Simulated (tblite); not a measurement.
Compound: CH12GeOSi3.
Cartesian coordinates in Å at the GFN2-xTB level; atoms count from 1:
```xyz
18
CH12GeOSi3 angstrom
Si    -1.4412   -1.5632    0.0365
C     -1.2102    0.2452    0.5739
Si    -1.2015    1.4606   -0.8874
Si     0.3150    0.4654    1.6861
O      1.6882    0.1170    0.8973
Ge     2.6388   -0.3713   -0.4555
H     -2.6484   -1.6855   -0.7904
H     -0.2904   -2.0376   -0.7434
H     -1.6000   -2.4235    1.2153
H     -2.0738    0.5024    1.1939
H     -1.1944    2.8444   -0.3971
H     -2.4101    1.2688   -1.6985
H     -0.0273    1.2543   -1.7455
H      0.2856   -0.4556    2.8258
H      0.4621    1.8574    2.1208
H      3.3775   -1.5916    0.0110
H      3.5635    0.7820   -0.7146
H      1.7579   -0.6628   -1.6332
```

Computed with GFN2-xTB (tblite): harmonic, unscaled wavenumbers at the GFN2-xTB geometry, gas phase. Errors from tens to a few hundred cm⁻¹ against measured bands are possible. Modes of hydrogen on germanium and silicon can be 10 to 20 % off. One conformer, not necessarily the lowest. The optimisation stopped once no atom felt more than 0.01 eV/Å.

Lowest wavenumbers of the output (negative numbers stand for imaginary wavenumbers):
```
mode    cm-1
  1     -84.6
  2      31.9
  3      66.0
  4      87.9
  5     106.9
  6     110.1
  7     144.7
  8     168.2
  9     178.3
 10     301.0
```

Is this structure a minimum?

No. 1 mode is imaginary beyond 20i (85i cm⁻¹), so at this level the point lies at or near a first-order saddle.

Which atoms move in the imaginary mode?

85i: O5 (oxygen bonded to Ge and Si) 31 %, H17 (Ge–H hydrogen) 20 %, H16 (Ge–H hydrogen) 20 %, H18 (Ge–H hydrogen) 11 %. These are shares of the mass-weighted motion.

What is the remedy?

Step along that mode in both directions, optimise again with tighter thresholds and repeat the frequencies. The zero-point energy of this point (66.6 kcal/mol) counts the 47 real modes alone, and thermal corrections from it aren't those of a minimum.
